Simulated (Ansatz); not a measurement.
`[F][Zr]([Cl])([Cl])[Cl]` + NH₃ → `[NH2][Zr]([F])([Cl])[Cl]` + HCl at 298.15 K and 1 bar (ligand exchange at a Zr–Cl bond).

Computed with Ansatz on PBE0-D4/def2-TZVP structures; ΔE is electronic, products minus reactants. CCSD(T)/CBS adds triple-zeta CCSD(T) − MP2 to the extrapolated MP2 energy (def2 sets, frozen cores). This one scheme is used for every species. Elements past krypton have def2 core potentials. For Zr outer-core shells are correlated without core-valence functions, which leaves a few kJ/mol of doubt a bond. One conformer a species, not always the lowest.

```
                   species  CCSD(T)/CBS energy (Eh)  H − E (kJ/mol)  S (J/(mol·K))
 `[F][Zr]([Cl])([Cl])[Cl]`              -1526.43176            36.9          368.6
                       NH₃                -56.50880           100.5          192.4
`[NH2][Zr]([F])([Cl])[Cl]`              -1122.52613            99.9          386.5
                       HCl               -460.38127            26.6          186.8
```

H − E and S are ideal-gas, rigid-rotor, harmonic terms from PBE0-D4/def2-TZVP, for one conformer and one mirror image of each species. 1 Eh = 2625.50 kJ/mol, R = 8.31446 J/(mol·K).

By hand: ΔE, ΔH, ΔS and ΔG.

ΔE = (-1122.52613) + (-460.38127) − (-1526.43176) − (-56.50880) = 0.03316 Eh = 87.1 kJ/mol. Δ(H − E) = 99.9 + 26.6 − 36.9 − 100.5 = -10.9, so ΔH = 76.2 kJ/mol. ΔS = 386.5 + 186.8 − 368.6 − 192.4 = 12.3 J/(mol·K). ΔG = 76.2 − 298.15 × (12.3)/1000 = 72.5 kJ/mol.

By hand: the equilibrium constant, and the temperature at which ΔG would vanish if ΔH and ΔS stayed fixed.

log₁₀ K = −ΔG/(RT ln 10) = -12.7. ΔG = 0 at ΔH/ΔS = 6195 K, far beyond where these terms or the molecules hold.

The number of gas molecules stays the same, so ΔS is small and ΔH decides. A doubt of 5 kJ/mol in ΔE shifts log₁₀ K by 0.9 here. Other conformers and mirror images would add mixing entropy, several J/(mol·K) or more a flexible species. These are equilibria of isolated gas molecules and say nothing of rates. Largest T1 diagnostic: 0.016 (customary marks: 0.02 for closed shells, 0.045 for open ones).
